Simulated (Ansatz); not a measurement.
## Match the barriers

Saddle point of SiH2SF4, singlet (SiF₄ ([F][Si]([F])([F])[F]) + H₂S → SiHSF₃ ([F][Si]([F])([F])[SH]) + HF; bonds formed: Si1–S7, F2–H6; bonds broken: Si1–F2, H6–S7), PBE0-D4/def2-TZVP structure:

| atom | x (Å) | y (Å) | z (Å) |
| --- | --- | --- | --- |
| Si1 | -0.4285 | 0.1082 | -0.5612 |
| F2 | -0.4738 | -1.4078 | 0.5076 |
| F3 | -0.1698 | 1.5464 | -1.2173 |
| F4 | -2.0043 | 0.1281 | -0.5187 |
| F5 | 0.3049 | -0.7694 | -1.6517 |
| H6 | 0.2009 | -0.7744 | 1.3034 |
| S7 | 0.6891 | 0.7046 | 1.3576 |
| H8 | 1.8813 | 0.4644 | 0.7803 |

Ansatz 0.2.0; basis: def2-TZVPP, with def2-QZVPP for the basis limit; cores frozen in the correlated methods. Extrapolation: Hartree–Fock as exp(−7.88 √X), correlation as X^−2.97. Four methods, as single points on the PBE0-D4 structures, gave these electronic barriers from the start structure: 165.2, 173.1, 213.9, 281.0 kJ/mol.

The methods were, in alphabetical order, BHLYP-D4, BLYP-D4, HF, r2SCAN-D4. Which gave which? (Judge from chemistry; the calculation decides.)

By the calculation: r2SCAN-D4 165.2; BLYP-D4 173.1; BHLYP-D4 213.9; HF 281.0 kJ/mol. For comparison, CCSD(T) at an estimated basis limit (MP2 extrapolated from triple and quadruple zeta, plus CCSD(T) − MP2 in triple zeta) gives 194.3 kJ/mol.

The T1 diagnostic stays at or below 0.013.

Labels in which every atom is bracketed show which atoms are joined, not bond orders.

For scale, one of the runs: CCSD(T)/def2-TZVPP, 236 basis functions, launched by `ansatz run in.yaml --threads 8 --pin off --events-out ev --progress --plain --max-ram 19148MiB`. Hardware: 8 CPU threads of an Arm Neoverse V1, shared host. Wall time 2.3 min; peak host memory 4.7 GiB.
